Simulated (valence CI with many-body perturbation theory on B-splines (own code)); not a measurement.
# Energy levels of K VI

Method: valence CI with perturbative core correlation (CI+MBPT): four valence electrons over a frozen Dirac-Fock core [Ne], radial functions for each j: 11 s, 11 p, 10 d, 8 f, 5 g, 2 h, with the one-electron correlation potential Σ1 (screened to all orders), the two-electron term Σ2, the three-electron term Σ3, Breit, model QED; selected single and double excitations, second order for the rest, scaled by the run's own slope (own B-spline code, finite nucleus).

Against 25 measured levels this calculation errs by 128 cm⁻¹ on average and by 501 at most. These come from a selection out of Sansonetti, J. Phys. Chem. Ref. Data 37, 7 (2008). Levels without a partner in it may be off by more. Among the levels kept, up to 940 cm⁻¹ of a level comes from second order outside the variational space, and about a tenth of that is noise between levels of different J, which matters for small intervals.

Levels 91 to 135 of 194, with energies above the lowest level, 3s2.3p2 3P_0. "Leading %" is the weight of the configuration and term that name the level; weights of strongly mixed levels are sums over their largest components and can fall short.

```csv
No.,Configuration,Term,J,E (eV),Leading %,g,Second component
91,3s.3p2.3d,3D,1,55.145,86,0.504,6 % 3s2.3p.4p 3D
92,3s2.3p.4p,3S,1,55.364,86,1.971,5 % 3s2.3p.4p 3P
93,3s.3p2.3d,1D,2,55.634,61,1.000,15 % 3p4 1D
94,3s.3p2.3d,1S,0,56.082,28,,24 % 3p4 1S
95,3s2.3p.4p,1D,2,56.098,86,1.006,6 % 3s.3p2.3d 1D
96,3s.3p2.3d,1P,1,57.617,92,1.012,
97,3s2.3p.4p,1S,0,58.047,66,,13 % 3s.3p2.3d 1S
98,3s.3p2.3d,3P,2,58.210,81,1.499,11 % 3p4 3P
99,3s.3p2.3d,3P,1,58.330,79,1.488,11 % 3p4 3P
100,3s.3p2.3d,3P,0,58.387,76,,11 % 3p4 3P
101,3s.3p2.3d,1F,3,59.226,88,1.000,5 % 3s2.3p.4f 1F
102,3s2.3d2,3F,2,60.506,72,0.667,17 % 3s.3p2.3d 3F
103,3s2.3d2,3F,3,60.515,72,1.083,17 % 3s.3p2.3d 3F
104,3s2.3d2,3F,4,60.524,72,1.250,17 % 3s.3p2.3d 3F
105,3s.3p2.3d,1D,2,61.519,82,1.000,
106,3s2.3d2,1G,4,61.667,67,1.000,17 % 3s.3p2.3d 1G
107,3p3.3d,1S°,0,61.958,70,,29 % 3s.3p.3d2 1S°
108,3s.3p2.4s,5P,1,62.084,97,2.502,
109,3s.3p2.4s,5P,2,62.220,97,1.834,
110,3s.3p2.4s,5P,3,62.412,97,1.667,
111,3p3.3d,3F°,2,62.688,67,0.673,23 % 3s.3p.3d2 3F°
112,3p3.3d,3F°,3,62.750,68,1.087,23 % 3s.3p.3d2 3F°
113,3p3.3d,3F°,4,62.835,69,1.251,24 % 3s.3p.3d2 3F°
114,3s2.3d2,3P,0,62.862,70,,18 % 3s.3p2.3d 3P
115,3s2.3d2,3P,1,62.874,71,1.501,18 % 3s.3p2.3d 3P
116,3s2.3d2,3P,2,62.895,71,1.501,18 % 3s.3p2.3d 3P
117,3s2.3p.4d,1D°,2,62.996,50,1.075,18 % 3p3.3d 3D°
118,3p3.3d,3D°,1,63.020,49,0.505,31 % 3s2.3p.4d 3D°
119,3p3.3d,3D°,3,63.035,60,1.328,16 % 3s2.3p.4d 3D°
120,3p3.3d,3D°,2,63.036,35,1.071,34 % 3s2.3p.4d 1D°
121,3s2.3p.4d,3D°,1,63.245,59,0.516,27 % 3p3.3d 3D°
122,3s2.3p.4d,3D°,2,63.248,53,1.103,21 % 3p3.3d 3D°
123,3s2.3p.4d,3D°,3,63.294,60,1.288,14 % 3p3.3d 3D°
124,3s2.3d2,1D,2,63.403,53,1.000,30 % 3s.3p2.3d 1D
125,3s2.3p.4d,3F°,2,63.525,71,0.761,12 % 3s2.3p.4d 3D°
126,3s2.3p.4d,3F°,3,63.608,73,1.129,16 % 3s2.3p.4d 3D°
127,3s2.3p.4d,3F°,4,63.743,87,1.264,6 % 3p3.3d 5D°
128,3p3.3d,5D°,0,63.769,98,,
129,3p3.3d,5D°,1,63.772,98,1.500,
130,3p3.3d,5D°,2,63.778,97,1.499,
131,3p3.3d,5D°,3,63.788,97,1.498,
132,3p3.3d,5D°,4,63.800,92,1.485,5 % 3s2.3p.4d 3F°
133,3s.3p2.4s,3P,0,63.872,89,,
134,3s.3p2.4s,3P,1,63.981,90,1.501,
135,3s2.3p.4d,3P°,2,64.045,89,1.484,
```

Names give the largest LS component (configuration and term), which can be under half, so a name can repeat, a term be missing and a line seem to break the LS rules; names also repeat where a configuration has a term twice.

Where two levels of one J and parity lie close, their mixing, g and order are uncertain.
